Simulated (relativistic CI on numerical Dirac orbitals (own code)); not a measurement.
Sensitivity of the levels of La³⁶⁺ to α and to the nuclear radius

Method of calculation: Dirac-Coulomb-Breit CI, KLI orbitals optimised for each configuration, derivatives by finite differences, unscaled Slater integrals, QED left out (own radial code, finite nucleus).

Configuration list (outside the closed core [Ne]): 3s²3p⁶3d³, 3s²3p⁵3d⁴, 3s3p⁶3d⁴, 3p⁶3d⁵, 3s²3p⁶3d²4s, 3s²3p⁶3d²4p, 3s²3p⁶3d²4d, 3s²3p⁵3d³4s. Levels of other configurations are missing.

With x = (α/α₀)² − 1 an excitation energy changes as ω = ω₀ + qx; K = 2q/ω₀ is the relative enhancement. Terms are leading LS components, so labels can repeat. The field-shift factor is F = δν/δ⟨r²⟩ for the transition from the lowest level.

Lowest level 3s²3p⁶3d³ ⁴F3/2.

```tsv
Level	ω₀ (cm⁻¹)	q (cm⁻¹)	K	F (GHz/fm²)
3s²3p⁶3d³ ⁴F5/2	120783	156600	2.59	1.67
3s²3p⁶3d³ ⁴P3/2	168610	141100	1.67	1.43
3s²3p⁶3d³ ⁴F7/2	171790	172400	2.01	1.89
3s²3p⁶3d³ ²G9/2	183756	155000	1.69	1.84
3s²3p⁶3d³ ⁴P1/2	195678	150900	1.54	1.46
3s²3p⁶3d³ ⁴P5/2	296315	214200	1.45	2.18
3s²3p⁶3d³ ²G7/2	302836	300000	1.98	3.25
3s²3p⁶3d³ ⁴F9/2	320614	314800	1.96	3.58
3s²3p⁶3d³ ²D3/2	354476	314000	1.77	3.14
3s²3p⁶3d³ ²P1/2	370516	316800	1.71	3.32
3s²3p⁶3d³ ²H11/2	380893	311500	1.64	3.77
3s²3p⁶3d³ ²D5/2	403086	290400	1.44	2.71
3s²3p⁶3d³ ²F5/2	424619	310400	1.46	3.23
3s²3p⁶3d³ ²F7/2	442539	306100	1.38	3.28
3s²3p⁶3d³ ²G9/2	495135	472700	1.91	5.15
3s²3p⁶3d³ ²P3/2	511782	406200	1.59	4.51
3s²3p⁶3d³ ²D3/2	615785	397300	1.29	4.2
3s²3p⁶3d³ ²D5/2	655856	453700	1.38	5.12
3s²3p⁵3d⁴ ⁴P°3/2	1602692	78440	0.0979	5.71
3s²3p⁵3d⁴ ⁶D°5/2	1677993	239500	0.285	7.31
3s²3p⁵3d⁴ ⁶D°7/2	1714262	281300	0.328	7.85
3s²3p⁵3d⁴ ⁶D°1/2	1724508	248600	0.288	6.39
3s²3p⁵3d⁴ ⁶D°9/2	1734052	268500	0.31	7.95
```

At this charge energies of transitions that change n are usually good to better than 1 %, and those within a shell (Δn = 0) to a few per cent. Terms inside the open d or f shell come out 10 to 20 % too wide with unscaled integrals.
